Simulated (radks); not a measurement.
The numbers below are computed, except where a source is named.
Dynamic dipole polarisability and lines of the niobium ion Nb5+, [Kr]. Code: a radial shooting solver on a logarithmic mesh with Libxc functionals. Model: scalar-relativistic Kohn-Sham, exchange-only LDA, spin-polarised, spherical densities, finite nucleus; Fermi nuclear charge, rms radius of each element as measured or else 0.836 A^(1/3) + 0.57 fm. Time-dependent linear response with the Hartree and adiabatic exchange-only LDA kernel, continuum included through the Sternheimer equations, no spin-orbit coupling, so fine structure and intercombination lines are absent. Lines are the poles of the dipole polarisability below minus the highest occupied eigenvalue, found on a grid refined at the orbital gaps; the lowest seven at most are given, and weak or close lines can be missed. The first line takes the name of the lowest orbital gap if no other gap lies below it; otherwise a line is named after a gap within 0.6 % of it, if that gap stands alone.

photon energy (eV)  alpha (bohr^3)
0                            2.292
4.548                        2.313
10.612                       2.413
16.676                       2.618
22.740                       2.989
28.803                       3.681
34.867                       5.204
40.931                       10.60
46.995                      -30.64
53.059                      -6.240
59.123                      -2.913
65.187                      -1.363
71.250                      -1.845
77.314                      -1.374
83.378                      -1.027
89.442                     -0.7316

Lines (eV, oscillator strength): 45.723 (27.12 nm, 4p-4d), f = 5.45; 48.380 (25.63 nm, 4p-5s), f = 0.599; 67.618 (18.34 nm, unassigned), f = 0.185; 69.268 (17.90 nm, 4p-6s), f = 0.103; 77.109 (16.08 nm, 4p-6d), f = 0.0246; 77.926 (15.91 nm, unassigned), f = 0.0401; 80.996 (15.31 nm, 4s-5p), f = 0.0261. Higher lines, where found, are left out when the end of the mesh affects them. Those listed give 95 % of the static polarisability (sum of f/w^2). Orbital energy gaps for comparison: 4p-4d 36.451 eV; 4p-5s 48.143 eV; 4p-5d 66.483 eV; 4p-6s 69.199 eV; 4p-6d 76.757 eV.
